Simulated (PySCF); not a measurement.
Ionisation of 3-fluoroanisole

Parent: 3-fluoroanisole, `COc1cccc(F)c1` (C7H7FO). Optimised structure (Å), atoms numbered from 1:
```
C     2.6297    0.3900    0.5927
O     1.7300   -0.6731    0.4476
C     0.4218   -0.3997    0.2895
C    -0.4341   -1.5023    0.1446
C    -1.7970   -1.3017   -0.0218
C    -2.3424   -0.0156   -0.0485
C    -1.4756    1.0560    0.0965
F    -1.9616    2.2969    0.0760
C    -0.1032    0.8965    0.2649
H     2.6311    1.0501   -0.2927
H     2.4064    0.9971    1.4877
H     3.6266   -0.0543    0.7053
H     0.0008   -2.5024    0.1668
H    -2.4564   -2.1654   -0.1341
H    -3.4103    0.1634   -0.1781
H     0.5138    1.7875    0.3721
```

Computed at ωB97X-D3(BJ)/ma-def2-SVP // PBE0-D3(BJ)/def2-SVP with PySCF (density fitting, grid level 2). The prefix ma- adds one diffuse s and one diffuse p function on all atoms but H. Zero-point and thermal terms (298.15 K, 1 bar) come from unscaled PBE0-D3(BJ)/def2-SVP harmonic frequencies, with soft modes damped to free rotors in the entropy.

Frontier levels of the parent: HOMO -8.88 eV, LUMO 1.61 eV.

Oxidation to the radical cation:
* Vertical ionisation energy (electronic): 8.67 eV
* Adiabatic ionisation energy (with zero-point energy): 8.41 eV
* Adiabatic, electronic part: 8.43 eV
* Vertical gap at the product's structure: 8.17 eV
* Inner reorganisation energy (four-point): 500 meV
* Relaxation of product / of parent: 244 / 256 meV
* ⟨S²⟩ of the product: 0.783
* Largest spin populations: C6 0.43, C4 0.35, O2 0.20, C5 -0.16
* Largest changes of atomic charge: C6 0.16, O2 0.14, C4 0.13, C3 0.10
* Distances that move most (Å): O2–C3 1.346 → 1.295; C6–C7 1.386 → 1.432; C3–C4 1.403 → 1.446; C7–F8 1.333 → 1.301
* Potential in DMF: 6.32 V absolute (solvation -20 → -219 kJ/mol)

Solvents are IEF-PCM continua (electrostatics only, gas-phase structures); absolute potentials refer to an electron at rest in vacuum.

Measured values (NIST Chemistry WebBook, evaluated or the median of agreeing entries): adiabatic ionisation energy 8.41 eV (computed 8.41, difference 0.00).

Note: ma-def2-SVP is a small basis, whose errors can reach tens of kJ/mol.
